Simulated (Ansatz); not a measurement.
Cost and result up the ladder for `Sc1ccc(-c2ccc(-c3ccc(-c4ccc(S)o4)o3)o2)o1` (32 atoms). The state is a singlet with charge 0. Geometry: PBE-D4/def2-SVP.

Cartesian coordinates in Å:
```
S 0.6489 -7.6378 -2.0415
C 0.9946 -5.9236 -2.0454
C 1.7545 -5.1509 -2.9053
C 1.5624 -3.7931 -2.5148
C 0.6985 -3.8241 -1.4284
C 0.1540 -2.7994 -0.5854
C -0.7029 -2.8295 0.5071
C -0.8759 -1.4792 0.9189
C -0.1150 -0.7044 0.0516
C 0.1157 0.7048 -0.0520
C 0.8767 1.4798 -0.9191
C 0.7034 2.8300 -0.5072
C -0.1536 2.7996 0.5852
C -0.6985 3.8241 1.4282
C -1.5626 3.7926 2.5144
C -1.7550 5.1502 2.9054
C -0.9951 5.9234 2.0458
S -0.6501 7.6377 2.0424
O -0.3383 5.1135 1.1484
O -0.5130 1.5074 0.8634
O 0.5135 -1.5072 -0.8638
O 0.3382 -5.1134 -1.1481
H 1.1968 -7.9264 -0.8209
H 2.3836 -5.5341 -3.7154
H 2.0065 -2.8949 -2.9553
H -1.1456 -3.7293 0.9458
H -1.4821 -1.1011 1.7480
H 1.4831 1.1018 -1.7481
H 1.1461 3.7299 -0.9457
H -2.0066 2.8941 2.9546
H -2.3843 5.5330 3.7155
H -1.1979 7.9264 0.8218
```

Ansatz on 2 threads of AMD EPYC 7R13 on a shared host and a share (18 GiB) of an NVIDIA H100 80GB HBM3. Times are rough, and most runs start from the orbitals of an earlier one. PBE0-D4/def2-TZVP serves as the yardstick here, not as an exact answer. Differences are given only for rows in sets of like size (and for xTB, whose basis is part of the method), since another set adds its own error. Binding counts from free atoms at the same level (S triplet, C triplet, O triplet, H doublet; other spins of the atoms weren't run), without zero-point energy or a counterpoise term.

Single mean-field runs in def2-TZVP are fitted with def2-universal-jkfit.

| level | functions | wall time | binding energy per atom (eV) | difference from PBE0-D4/def2-TZVP (eV) |
| --- | --- | --- | --- | --- |
| PBE-D4/def2-SVP | 366 | 2.5 s | 5.45 | – |
| PBE0-D4/def2-TZVP | 754 | 2.7 s | 5.19 | 0.00 |
| PBE0-D4/def2-SVP | 366 | 2.8 s | 5.28 | – |
| PBE-D4/def2-TZVP (with forces) | 754 | 3.8 s | 5.36 | 0.17 |
| r2SCAN-D4/def2-TZVP (with forces) | 754 | 4.8 s | 5.15 | -0.04 |
